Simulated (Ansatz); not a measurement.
Cost and result up the ladder for the cluster NiCl₂ (3 atoms). Total charge 0; singlet. Geometry: PBE0-D4/def2-TZVP.

Cartesian coordinates in Å:
```
Ni -1.5027 0.8665 0.1667
Cl -0.1678 -0.2812 -0.7209
Cl 1.6705 -0.5853 0.5542
```

Ansatz on 4 threads of Arm Neoverse N1 on a shared host. Times are rough, and most runs start from the orbitals of an earlier one. No level here is sound enough to serve as a yardstick. Binding counts from free atoms at the same level (Ni triplet, Cl doublet; other spins of the atoms weren't run), without zero-point energy or a counterpoise term.

LC-ωPBE has ω = 0.4 bohr⁻¹. B3LYP takes the VWN-RPA correlation. In the singlet, Cl2 and Cl3 lie 2.26 Å apart (atoms count from 1), so these atoms are partly bonded to each other. No other spin state of charge 0 was run. Another isomer (triplet) lies 4.39 eV lower at PBE0-D4/def2-TZVP; other spin states weren't run for this one.

Run but left out: CCSD(T)/def2-TZVPP (restricted singlet, unstable towards broken spin symmetry).

```tsv
level	functions	wall time	binding energy per atom (eV)	remarks
PBE0-D4/def2-TZVP	119	1.5 s	1.04	restricted SCF unstable in HF
PBE-D4/def2-TZVP (with forces)	119	1.6 s	1.56	restricted SCF unstable in HF
B3LYP-D4/def2-TZVP	119	2 s	1.07	restricted SCF unstable in HF
LC-ωPBE/def2-TZVP	119	2.9 s	0.92	restricted SCF unstable in HF
r2SCAN-D4/def2-TZVP	119	3.3 s	1.33	restricted SCF unstable in HF
```
